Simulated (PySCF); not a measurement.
Be(Me)2 (C2H6Be), SMILES [CH3][Be][CH3]. The structure is a stationary point at PBE-D3(BJ)/def2-TZVP. The isomer is the one that the SMILES or the coordinates give; other isomers of the formula were not compared.

Computed equilibrium geometry at PBE-D3(BJ)/def2-TZVP (PySCF confirms it by a frequency run) as bond lengths and angles, and its point group:
point group D3.
Atoms: Be1 C2 H3 H4 H5 C6 H7 H8 H9. Bonds (Å): Be1–C2 1.685, Be1–C6 1.685, C2–H3 1.103, C2–H4 1.103, C2–H5 1.103, C6–H7 1.103, C6–H8 1.103, C6–H9 1.103. Angles (°): C2–Be1–C6 180.0, Be1–C2–H3 112.1, Be1–C2–H4 112.1, Be1–C2–H5 112.1, H3–C2–H4 106.7, H3–C2–H5 106.7, H4–C2–H5 106.7, Be1–C6–H7 112.1, Be1–C6–H8 112.1, Be1–C6–H9 112.1, H7–C6–H8 106.7, H7–C6–H9 106.7, H8–C6–H9 106.7.
